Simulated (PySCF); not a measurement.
A structure optimised at B3LYP-D3(BJ)/def2-SVP, used in a PySCF frequency run:

```xyz
14

C      3.3648    -0.5871     0.5168
C      2.1699    -0.1890     0.1610
C      0.9890     0.2408    -0.2233
O     -0.1788    -0.2795     0.2720
B     -1.4184     0.1579    -0.1191
C     -2.6824    -0.5636     0.4878
O     -1.4766     1.1739    -1.0314
H      3.8971    -0.1296     1.3604
H      3.8823    -1.3991    -0.0097
H      0.8856     1.0417    -0.9634
H     -2.4606    -0.9981     1.4739
H     -2.9827    -1.3984    -0.1712
H     -3.5571     0.1007     0.5848
H     -2.3766     1.4314    -1.2573
```
Charge 0, spin multiplicity 1.

Question: Write its SMILES and formula.

Answer: C=C=COB(C)O, C₄H₇BO₂

Question: What are its rotational constants (standard atomic weights)?

Answer: 7.7400, 1.1927, 1.0478 GHz
